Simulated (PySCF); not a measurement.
PySCF job for C2H2F3, SMILES FC[C](F)F (connectivity only; charge and spin as stated), charge +1, multiplicity 1, SMD-PBE0/def2-SVP. Coordinates come from a ωB97X-D3(BJ)/def2-SVP optimisation. The spin state was assumed, not searched. The isomer is the one that the SMILES or the coordinates give; other isomers of the formula were not compared. Other conformers were not sampled.

```python
import numpy as np
from pyscf import gto, scf, dft
from pyscf.solvent import smd

mol = gto.M(
    atom='''
    F    -0.19299624    1.79783090    0.00000000
    C     0.70111305    0.80791606   -0.00000000
    C     0.00679596   -0.50659476   -0.00000000
    F    -1.22879068   -0.60499122    0.00000000
    F     0.64701029   -1.57532782    0.00000000
    H     1.36276782    0.81723271    0.89462842
    H     1.36276782    0.81723271   -0.89462842
    ''',
    basis='def2-SVP',
    charge=1,
    spin=0,
    max_memory=1600,
    verbose=3,
)
mf = dft.RKS(mol, xc='pbe0').density_fit(auxbasis='def2-universal-jkfit')
mf.grids.level = 3
mf.conv_tol = 1e-9
mf.max_cycle = 100
mf.kernel()
res = {}
for name in ['water', '1-octanol', '2-propanol']:
    s = mf.SMD()
    s.with_solvent.solvent, s.with_solvent.sasa_ng = name, 302
    s.kernel(mf.make_rdm1())
    res[name] = (s.e_tot, s.with_solvent.get_cds(), s.dip_moment(), s.mo_energy, s.converged)
    print(f'SMD {name}: dG(solv) = {(s.e_tot - mf.e_tot) * 627.509474:.3f} kcal/mol, of which CDS {res[name][1] * 627.509474:.3f}')
```

Program output:

```
converged SCF energy = -375.903597085089
converged SCF energy = -376.018353725465

WARN: System has nonzero charge 1; the dipole moment is origin-dependent.
Location of origin: [0. 0. 0.]

Dipole moment(X, Y, Z, Debye):  2.79893, -1.52243, -0.00000
SMD water: dG(solv) = -72.011 kcal/mol, of which CDS 4.237
converged SCF energy = -376.010733751311

WARN: System has nonzero charge 1; the dipole moment is origin-dependent.
Location of origin: [0. 0. 0.]

Dipole moment(X, Y, Z, Debye):  2.74051, -1.48331,  0.00000
SMD 1-octanol: dG(solv) = -67.229 kcal/mol, of which CDS 1.600
converged SCF energy = -376.017813011805

WARN: System has nonzero charge 1; the dipole moment is origin-dependent.
Location of origin: [0. 0. 0.]

Dipole moment(X, Y, Z, Debye):  2.77237, -1.50450,  0.00000
SMD 2-propanol: dG(solv) = -71.672 kcal/mol, of which CDS 1.279
```

The calculation finished and met its thresholds.
